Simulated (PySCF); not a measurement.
**Dipole response of Ne (neon, neutral)**

[Ne], closed-shell 1S. Computed with PySCF 2.14 in aug-cc-pVQZ (6s5p4d3f2g, 80 functions), with no relativity, point nucleus. Coupled (time-dependent) response in atomic units; α is the mean over directions.

| method | mean α (bohr³) | C₆ (like pair) | S(−4) |
| --- | --- | --- | --- |
| UHF | 2.329 | 5.472 | 1.868 |
| PBE | 2.880 | 7.098 | 3.490 |
| PBE0 | 2.685 | 6.518 | 2.830 |
| B3LYP | 2.735 | 6.656 | 3.006 |
| M06 | 2.685 | 6.429 | 2.907 |

S(−4) is the Cauchy moment in α(ω) = α(0) + S(−4) ω² + …

Reference α: 2.661 bohr³ (recommended; Schwerdtfeger and Nagle, table of static dipole polarizabilities (2023 update)). Published C₆: 6.200 (Chu and Dalgarno (2004); Tang, Norbeck and Certain (1976)).

α(iu) at M06:

| u (hartree) | α(iu) (bohr³) |
| --- | --- |
| 0 | 2.685 |
| 0.0500 | 2.678 |
| 0.100 | 2.656 |
| 0.200 | 2.576 |
| 0.300 | 2.459 |
| 0.500 | 2.173 |
| 0.750 | 1.816 |
| 1.00 | 1.509 |
| 1.50 | 1.063 |
| 2.00 | 0.7814 |
| 3.00 | 0.4704 |
| 5.00 | 0.2232 |

A single London oscillator, α(iu) = α/(1 + u²/ω²), gives C₆ = (3/4) ω α². Matching the computed C₆ needs ω = 4 × 6.429 / (3 × 2.685²) = 1.19 hartree.
